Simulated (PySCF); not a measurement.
## Dipole moment and polarisability of `O=C(O)[Si@@H]([SiH3])CCF`

Species: C3H9FO2Si2.
Structure used (GFN2-xTB), in Å, numbered top down from 1:
```
atom  x, y, z in Å
O1     1.6389   -0.9861   -1.5299
C2     1.7755   -0.4686   -0.4475
O3     2.9652   -0.0110   -0.0312
Si4    0.3984   -0.1098    0.8443
Si5   -0.1221    2.1537    0.7907
C6    -1.0463   -1.2659    0.3392
C7    -1.6044   -0.9016   -1.0244
F8    -2.0436    0.4092   -1.0240
H9     3.6531   -0.1709   -0.7016
H10    0.9429   -0.6557    2.1000
H11   -0.0482    2.7240   -0.5556
H12   -1.4628    2.3966    1.3251
H13    0.8209    2.9024    1.6312
H14   -0.7204   -2.3049    0.2928
H15   -1.8476   -1.2113    1.0771
H16   -0.8355   -0.9743   -1.7983
H17   -2.4708   -1.5137   -1.2978
```

Level: PBE0/def2-SVPD (PySCF), static field, nuclei fixed, core orbitals frozen in the response. The polarisability tensor in these axes (au):

```
x   104.79   0.05  -0.60
y     0.05 105.53   8.89
z    -0.60   8.89  94.25
```

**Question.** Give the principal values, the mean and the anisotropy Δα = √{½[(α1 − α2)² + (α2 − α3)² + (α1 − α3)²]}.

**Answer.** Principal values 89.34, 104.80 and 110.43 au; mean 101.52 au = 15.04 Å³ = 16.74 × 10⁻⁴⁰ C²·m²/J; Δα = 18.92 au (19 % of the mean).

**Question.** What is the dipole moment, and where does it point?

**Answer.** (0.53, -0.96, 1.17) D, 1.60 D in size, pointing from the negative to the positive side. Measured along this direction, the outermost atoms are H11 at the negative end and H10 at the positive end.

**Question.** What molar refraction does this α imply?

**Answer.** Lorentz–Lorenz: R = (4π/3)N_A α = 2.5225 cm³/(mol·Å³) × 15.04 Å³ = 38.0 cm³/mol, in the limit of long wavelengths.

**Question.** Find the Langevin capture rate constant for H3O+ (19.018 u) meeting this molecule (152.013 u), k = 2.342 × 10⁻⁹ cm³/s × √(α in Å³ / reduced mass in u).

**Answer.** The reduced mass is 16.90 u, so k = 2.21 × 10⁻⁹ cm³/s. The formula leaves out the permanent dipole, which adds to the capture rate.

**Question.** What depolarisation ratio follows for Rayleigh scattering of linearly polarised light, taking the static tensor?

**Answer.** ρ = 3Δα²/(45ᾱ² + 4Δα²) = 1073.5/(463827 + 1431.3) = 0.00231.

One conformer (not necessarily the lowest) at the GFN2-xTB geometry, without solvent, vibrations or thermal averaging.

The run behind these numbers computed excited states as well. Time: 59 s; peak memory 1.0 GiB. Hardware: Arm Neoverse V1, one thread, no GPU, on a shared host.
